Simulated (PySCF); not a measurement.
# How methods differ on the ionisation energy of Rh

Rh [Kr] 4d8 5s1 (4F) → Rh⁺ [Kr] 4d8 (3F), as a difference of total energies. Calculation: PySCF 2.14, in def2-QZVPPD with the def2 core potential (28 electrons); scalar relativity through the core potential. Correlated levels: valence: 4s2 4p6 frozen; valence and next inner shell: nothing frozen outside the core potential. The calculations carry no spin-orbit coupling.

```csv
method,ionisation energy (eV),error (eV)
UHF,6.308,-1.171
LDA,8.204,+0.725
PBE,7.905,+0.426
PBE0,7.585,+0.106
r2SCAN,7.810,+0.331
MN15,7.694,+0.215
LC-wPBE,7.261,-0.218
wB97X,7.081,-0.398
HSE06,7.632,+0.153
MP2 (valence),7.271,-0.208
SCS-MP2 (valence),7.044,-0.435
MP2 (valence and next inner shell),7.473,-0.006
SCS-MP2 (valence and next inner shell),7.214,-0.265
```

Reference: 7.479 eV (measured; NIST levels, between the centres of gravity of the two terms).

Errors of the correlated levels include the incompleteness of this basis and the frozen core.
